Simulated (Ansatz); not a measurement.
Consider the redistribution: `C[O][Ge]([O]C)([O]C)[Se]C` + `COB(F)Cl` → `C[Se]B(F)Cl` + `C[O][Ge]([O]C)([O]C)[O]C`.

Isolated molecules relaxed with PBE0-D4/def2-TZVP in Ansatz; ΔE leaves out vibrations. CCSD(T)/CBS is the MP2 limit (def2-TZVPP, def2-QZVPP) plus CCSD(T) − MP2 in def2-TZVPP, frozen cores. Functionals use def2-TZVPP. HSE06 is defined as in plane-wave codes. For Ge, Se outer-core shells are correlated without core-valence functions, which leaves a few kJ/mol of doubt a bond. Scalar relativity is left out up to krypton. One conformer a species, not always the lowest.

`C[O][Ge]([O]C)([O]C)[Se]C`:

Cartesian coordinates in Å:
```
C 2.109 -0.969 1.398
O 1.031 -1.207 0.517
Ge -0.047 0.127 0.115
O -0.868 0.753 1.547
C -1.621 -0.142 2.342
O -1.170 -0.678 -0.977
C -2.225 0.073 -1.542
Se 1.031 1.956 -0.826
C 1.785 0.920 -2.312
H 2.723 -1.872 1.419
H 1.765 -0.759 2.417
H 2.734 -0.130 1.069
H -2.436 -0.606 1.776
H -2.053 0.430 3.166
H -0.998 -0.940 2.761
H -1.863 0.973 -2.052
H -2.727 -0.563 -2.274
H -2.958 0.379 -0.787
H 0.989 0.484 -2.911
H 2.445 0.143 -1.934
H 2.354 1.628 -2.913
```

`COB(F)Cl`:

```xyz
8

C     1.054   -0.091    0.361
O     0.127    0.523   -0.514
B    -1.180    0.267   -0.577
F    -1.906    0.936   -1.452
Cl   -2.006   -0.916    0.440
H     1.445    0.667    1.041
H     1.873   -0.490   -0.237
H     0.593   -0.895    0.937
```

`C[Se]B(F)Cl`:

Z-matrix (Å, degrees):
```
C
Se 1 1.948
H 1 1.087 2 109.9
H 1 1.088 2 106.2 3 119.1
H 1 1.087 2 109.9 3 -121.9
B 2 1.926 1 100.4 3 60.9
Cl 6 1.754 2 123.8 1 0.0
F 6 1.319 2 118.0 1 -180.0
```

`C[O][Ge]([O]C)([O]C)[O]C`:

```xyz
21

C    -2.250   -0.877    1.272
O    -0.864   -1.079    1.082
Ge   -0.001    0.000    0.000
O    -0.658    0.000   -1.626
C    -0.710   -1.224   -2.334
O     1.645   -0.605    0.068
C     2.635    0.046   -0.703
O    -0.126    1.683    0.478
C     0.325    2.055    1.765
H    -2.601   -1.641    1.968
H    -2.468    0.108    1.699
H    -2.812   -0.976    0.336
H    -1.343   -1.963   -1.829
H    -1.135   -1.017   -3.317
H     0.285   -1.662   -2.470
H     2.412    0.007   -1.776
H     3.580   -0.471   -0.528
H     2.755    1.097   -0.416
H     1.393    1.851    1.901
H     0.162    3.129    1.873
H    -0.226    1.538    2.559
```

```tsv
level	ΔE (eV)
HSE06	1.07
MP2/def2-QZVPP	1.03
```

What does CCSD(T)/CBS give? (Best estimate.)

Ansatz gave: +1.02 eV. The listed levels differ from it by 0.05, 0.01 eV.

Largest T1 diagnostic among the species: 0.012.

At CCSD(T), def2-SVP lies +0.07 eV from the extrapolated value and def2-TZVPP −0.02 eV. Leaving LDA and LC-ωPBE aside and taking each functional with its dispersion term where it has one, the values, not all of them listed here, spread over 0.11 eV, from ωB97X-V to BHLYP-D4. LDA lies +0.08 eV from PBE without D4. The D4 term adds +0.04 eV with B3LYP and +0.02 eV with PBE0; it sums over pairs of atoms, weighted by their polarisabilities, and B3LYP, whose exchange is more repulsive, gets the larger term.

B3LYP here is the variant with VWN-RPA as its local correlation; programs differ in this.
